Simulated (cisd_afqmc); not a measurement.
Input (AFQMC/CISD/def2-QZVPPD; cisd_afqmc is a phaseless AFQMC code with CISD trial states that reads the integrals written by Ansatz): A basis named .json is the Basis Set Exchange file of that set.

Ansatz 0.2 input:
```python
import cisd_afqmc

open("ham.yaml", "w").write("""\
crystal:
  periodic: [false, false, false]
  atoms:
    - {symbol: N, position_ang: [0.00000000, 0.00000000, 0.00000000]}
basis:
  gaussian:
    orbitals: def2-QZVPPD.json
magnetization: {spin_polarized: true, initial_magnetization: 3}
correlation: {method: ccsd, electrons: outside_noble_gas, hamiltonian_folder: ham}
scf: {lower_state_search: full}
""")
rep = cisd_afqmc.ansatz("ham.yaml")
e_ccsd = rep["correlation"]["coupled_cluster"]["energy"]["hartree"]
out = cisd_afqmc.run("ham", e_ccsd, trial="CISD", walkers=200, populations=8, threads=8, dt=0.005, steps=40, early=24, settle=10, least=48,
    target=0.0004, seconds=1500, seed=1, memory=12960, gpu=False)
```

Output:

```
orbitals 62, occupied [4, 1], factors 370 of 370, rank of the doubles 271 of 293
E(HF) = -54.404429
E(CCSD) on the cut factors = -54.522318, shift to the whole factors 0.000000
Energy of the trial state on the determinant = -54.522317
  tau behind 7.2 of longer steps, mean of the populations' last blocks
   2.0  -54.52566
   4.0  -54.52549
   6.0  -54.52547
   8.0  -54.52546
  10.0  -54.52548
blocks 396 (0 outliers left out), error by blocks joined: 1: 0.00003, 2: 0.00003, 4: 0.00004, 8: 0.00004, 16: 0.00004
E(AFQMC/CISD) = -54.52549 +/- 0.00004
```
